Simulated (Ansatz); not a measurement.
Computed with frozen-core CCSD(T)/def2-TZVPP // BP86-D3(BJ)/def2-SVP (Ansatz, an electronic-structure program).

Ansatz 0.2 input:
```yaml
crystal:
  periodic: [false, false, false]
  atoms:
    - { symbol: Ta, position_ang: [0.288167, -0.055815, 0.1202] }
    - { symbol: O, position_ang: [-1.580619, -0.629783, -0.103024] }
    - { symbol: H, position_ang: [-1.724966, -1.584691, -0.235829] }
    - { symbol: O, position_ang: [1.089481, 0.135285, 1.872003] }
    - { symbol: H, position_ang: [0.949662, 0.962644, 2.369181] }
    - { symbol: O, position_ang: [-0.551528, 1.69691, 0.264995] }
    - { symbol: H, position_ang: [-1.498157, 1.913925, 0.210602] }
    - { symbol: O, position_ang: [0.839502, -1.876615, -0.070958] }
    - { symbol: H, position_ang: [0.877092, -2.833465, -0.207999] }
    - { symbol: O, position_ang: [1.361225, 0.547053, -1.374375] }
    - { symbol: H, position_ang: [1.281102, 1.473356, -1.669137] }
basis:
  gaussian: { orbitals: def2-TZVPP }
correlation:
  method: ccsd_t
```

Output:

```
Functional definition: HF
1774 factors; integrals over basis functions are off by at most 9.0e-4 eV
mean field evaluation 1: about -11799.8030 eV, gradient 8.4e1 eV
mean field evaluation 2: about -11800.0465 eV, gradient 8.4e1 eV
mean field evaluation 4: about -11811.3548 eV, gradient 5.0e0 eV
mean field evaluation 8: about -11811.4661 eV, gradient 3.3e-1 eV
mean field evaluation 16: about -11811.4669 eV, gradient 1.2e-6 eV
mean field -11811.46685614 eV, -434.0634008635 hartree, gradient 1.2e-6 eV, S^2 0.000000; 0 other end points of the search recorded, 0 dependent functions left out
5 core orbitals not correlated
reference -11811.46685614 eV, -434.0634008635 hartree; 24, 24 occupied and 252, 252 virtual orbitals, 1774 factors
second order -44.36532944 eV of doubles, -0.00000000 eV of singles
cycle   1  -42.50489949 eV  change     1.9e0 eV  update   2.0e-1
cycle   2  -43.66216218 eV  change    -1.2e0 eV  update   8.8e-2
cycle   3  -43.98229102 eV  change   -3.2e-1 eV  update   3.6e-2
cycle   4  -43.96514189 eV  change    1.7e-2 eV  update   1.2e-2
cycle   5  -43.94890694 eV  change    1.6e-2 eV  update   4.2e-3
cycle   6  -43.95116539 eV  change   -2.3e-3 eV  update   1.6e-3
cycle   7  -43.95161094 eV  change   -4.5e-4 eV  update   7.0e-4
cycle   8  -43.95093660 eV  change    6.7e-4 eV  update   2.4e-4
cycle   9  -43.95099940 eV  change   -6.3e-5 eV  update   1.1e-4
cycle  10  -43.95113309 eV  change   -1.3e-4 eV  update   3.9e-5
cycle  11  -43.95104297 eV  change    9.0e-5 eV  update   1.9e-5
cycle  12  -43.95105481 eV  change   -1.2e-5 eV  update   7.9e-6
perturbative correction -1.86465166 eV, -0.0685246846 hartree
Total energy: -11857.28256261 eV, -435.7470970212 hartree
```

Cost: very roughly 40 core-minutes.
